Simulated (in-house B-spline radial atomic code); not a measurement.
## PBE hybrid excitations of Tl IV (Tl3+)

Method: PBE hybrid with 0.9 exact exchange. Computed with an all-electron radial atomic-structure program (B-spline basis): linear response of the closed shell [Xe] 4f14 5d10 with the functional's adiabatic kernel; scalar-relativistic (spin-free one-electron X2C), finite nucleus, no spin-orbit coupling, no double excitations, S, P, D and F terms only; shells from n = 3 respond. Only terms of natural parity with L up to 3 were computed.

Spin-orbit coupling is strong here, so these LS terms don't match observed levels.

Command:
```bash
python run_td.py task.json out
```
Settings (radii: box in bohr, nucleus in fm):
```
Z                        81
electrons                78
configuration            [Xe] 4f14 5d10
hamiltonian              x2c
method                   pbeh
box_radius               23.08
exact_exchange_fraction  0.9
rms_radius               5.4759
intervals                71
```

Cost of the run: 13 s on 1 thread of Arm Neoverse N1, on a shared host.

The lowest states, in the order of their Tamm-Dancoff energies; the method's threshold (minus the highest occupied level) is 52.06 eV. Labels give the largest channel, * marks a mixed state, and oscillator strengths are full-response dipole values. Semilocal kernels can invert the small singlet-triplet splittings of Rydberg terms. Energies in eV:

```csv
state,full response,Tamm-Dancoff,oscillator strength
5d → 6s 3D,11.059,11.113,-
5d → 6s 1D,12.138,12.168,-
5d → 6p 3P,?,?,-
5d → 6p 3F,21.955,21.993,-
5d → 6p 1F,22.410,22.420,-
5d → 6p 1P,23.054,23.146,1.04
5d → 6d 3S,?,?,-
5d → 7s 3D*,33.48,33.49,-
5d → 7s 1D,33.68,33.68,-
5d → 6d 3D*,33.74,33.75,-
5d → 6d 1D,33.99,34.00,-
5d → 6d 1S,35.48,35.69,-
```

Question: Where does 5d → 6d 3S lie?

Answer: At 32.78 eV in full response, 32.81 eV in Tamm-Dancoff.

Question: Where does 5d → 6p 3P lie?

Answer: At 21.370 eV in full response, 21.425 eV in Tamm-Dancoff.

Question: How large is the singlet-triplet splitting of 5d → 6s (D terms) in Tamm-Dancoff?

Answer: 1.06 eV, from the unrounded values.

Question: What polarisabilities and dispersion coefficient does the method give?

Answer: Dipole 4.888 bohr³, quadrupole 17.19 bohr⁵, C6 28.42 hartree·bohr⁶ for two such species.
